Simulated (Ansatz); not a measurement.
Reaction (hydrogenolysis of a Ga–C bond): `C#[C][GaH][Cl]` + H₂ → `[Cl][GaH2]` + `C#C`

Gas-phase electronic energies from Ansatz, PBE0-D4/def2-TZVP geometries. CBS: MP2 limit from def2 TZ/QZ plus the TZ coupled-cluster correction, frozen cores. This one scheme is used for every species. DFT in def2-TZVPP. For Ga outer-core shells are correlated without core-valence functions, which leaves a few kJ/mol of doubt a bond. Scalar relativity is left out up to krypton.

```tsv
species	BLYP energy (Eh)
`C#[C][GaH][Cl]`	-2462.53763
H₂	-1.16959
`[Cl][GaH2]`	-2386.36973
`C#C`	-77.33348
```

(1) Work out ΔE.

Largest T1 diagnostic among the species: 0.013.

Results:

(1) ΔE = (-2386.36973) + (-77.33348) − (-2462.53763) − (-1.16959) = 0.00401 Eh = +2.5 kcal/mol. CCSD(T)/CBS gives +5.3 kcal/mol.

From r2SCAN to r2SCAN0 (25 % exact exchange), in def2-TZVPP and without D4, ΔE moves by −0.7 kcal/mol. The D4 term adds +1.7 kcal/mol with B3LYP and +0.9 kcal/mol with PBE0; it sums over pairs of atoms, weighted by their polarisabilities, and B3LYP, whose exchange is more repulsive, gets the larger term.

B3LYP here is the variant with VWN-RPA as its local correlation; programs differ in this.
